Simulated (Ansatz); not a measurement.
A made-up structure of H2TeO, singlet:

O1  (0.426, 1.010, 0.242)
Te2  (-0.479, -0.682, 0.658)
H3  (0.583, -1.944, 0.287)
H4  (0.136, 1.047, -0.682)
(Å)

It is relaxed with PBE-D4/def2-SVP and then PBE0-D4/def2-TZVP (Ansatz 0.2.0). Atoms count as bonded within 1.22 times the sum of their covalent radii (H–H: 0.88 Å). The end point is not checked to be a true minimum.

Problem. Does its bonding change? (Judge from chemistry; the calculation decides.)

Solution. The calculation gives: No: no bond forms or breaks.

Where it ends: The first stage lowers the energy by 0.19 eV in 5 steps. It ends as H₂TeO ([OH][TeH]):
```csv
atom,x (Å),y (Å),z (Å)
O1,0.4197,0.8851,0.2126
Te2,-0.5625,-0.7293,0.7454
H3,0.6124,-1.8032,0.2499
H4,0.1965,1.0772,-0.7027
```

Labels in which every atom is bracketed show which atoms are joined, not bond orders.

For scale, one of the runs: PBE0-D4/def2-TZVP relaxation, 93 basis functions, launched by `ansatz run in.yaml --threads 2 --pin off --events-out ev --progress --plain --max-ram 4352MiB`. Hardware: 2 CPU threads of an Intel Xeon 6975P-C, shared host. Wall time about 5.5 s.
